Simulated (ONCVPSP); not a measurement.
Br: one change to an ONCV potential, before and after

- Element: bromine (Br)
- Generator: ONCVPSP 4.0.1
- Type: optimised norm-conserving Vanderbilt (ONCV)
- Functional: PBE
- Relativity: scalar-relativistic
- Frozen core: [Ar] 3d10
- Valence charge: 7
- Reference configuration: 4s2 4p4 (charge +1)
- Partial waves: 4s: rc 1.20 bohr, ncon 3, nbas 7, qcut 6.5 1/bohr, 2 projectors, debl 3.5 Ha; 4p: rc 1.45 bohr, ncon 4, nbas 8, qcut 6.8 1/bohr, 3 projectors, debl 1.4 Ha
- Local potential: polynomial inside 1.20 bohr (lpopt 5, dvloc0 0 Ha)
- Core correction: polynomial model core, fcfact 0.75

Change: p: qcut 10.2.

Cutoffs: the cutoffs (Ha) at which the residual kinetic energy of the hardest occupied pseudo-wave falls to 1 and 0.1 mHa per electron; they do not see the model core or the augmentation charge, which bear on the density cutoff. Errors are all-electron minus pseudo energies relative to the spin-unpolarised reference configuration.

Problem. Predict the effect on cutoff, ghosts and configuration errors.

Solution. The potential gets harder (14 Ha and 88 Ha → 28 Ha and 88 Ha); both files keep a bound ghost (p, s); of the 4 tests that both files solve, the error grows in 0 and shrinks in 1 by more than 15 % and 0.3 meV (median size 6.2 → 5.6 meV). The waves are optimised to have the least kinetic energy above qcut, so the cutoff follows it (qcut²/2 in Ha).

| quantity | base | changed |
| --- | --- | --- |
| cutoff, loose | 14 Ha | 28 Ha |
| cutoff, tight | 88 Ha | 88 Ha |
| loose cutoff by channel | s 13 Ha, p 14 Ha | s 13 Ha, p 28 Ha |
| bound ghosts | s, p | s, p |
| GHOST(+) flags under 300 eV | none | none |
| error for 4s2 4p5, meV [ΔE -12.55 eV] | +1.0 | +0.8 |
| error for 4s2 4p3, meV [ΔE 22.76 eV] | -6.8 | -7.6 |
| error for 4s2 4p2, meV [ΔE 56.74 eV] | -28 | -32 |
| error for 4s1 4p6, meV [ΔE -0.18 eV] | -5.6 | -3.6 |
| s: phases at 1.22 bohr within 0.05 rad from the reference energy up to (Ha; the scan ends near 5) | to the end of the scan | to the end of the scan |
| p: phases at 1.48 bohr within 0.05 rad from the reference energy up to (Ha; the scan ends near 5) | to the end of the scan | to the end of the scan |
| rms error of d²Exc/dni dnj with the model core, mHa | 0.31 | 0.27 |

 A true bound ghost makes a file unfit for plane-wave use even where its test errors are small: the radial tests pick states by their node count and pass the ghost by.
